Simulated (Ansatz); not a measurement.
`[SiH3][O][GeH2][SiH3]` + `O[SiH3]` → `[SiH3][O][GeH2][O][SiH3]` + SiH₄  (cleavage of the Ge–Si bond)

Gas-phase electronic energies from Ansatz, PBE0-D4/def2-TZVP geometries. CCSD(T)/CBS adds triple-zeta CCSD(T) − MP2 to the extrapolated MP2 energy (def2 sets, frozen cores). This one scheme is used for every species. For Ge outer-core shells are correlated without core-valence functions, which leaves a few kJ/mol of doubt a bond. Scalar relativity is left out up to krypton. One conformer a species, not always the lowest.

```
                   species  SCS-MP2/def2-QZVPP energy (Eh)
   `[SiH3][O][GeH2][SiH3]`                     -2733.96297
                 `O[SiH3]`                      -366.63896
`[SiH3][O][GeH2][O][SiH3]`                     -2809.18547
                      SiH₄                      -291.43864
```

Problem. Work out ΔE.

Solution. ΔE = (-2809.18547) + (-291.43864) − (-2733.96297) − (-366.63896) = -0.02218 Eh = -58.2 kJ/mol. CCSD(T)/CBS gives -47.1 kJ/mol.

Largest T1 diagnostic among the species: 0.012.

In def2-TZVPP, CCSD(T) changes the Hartree–Fock value by +15.7 kJ/mol (the triples alone add +0.8 kJ/mol) and MP2 by +12.4 kJ/mol. From PBE to PBE0 (25 % exact exchange), in def2-TZVPP and without D4, ΔE moves by −5.4 kJ/mol.
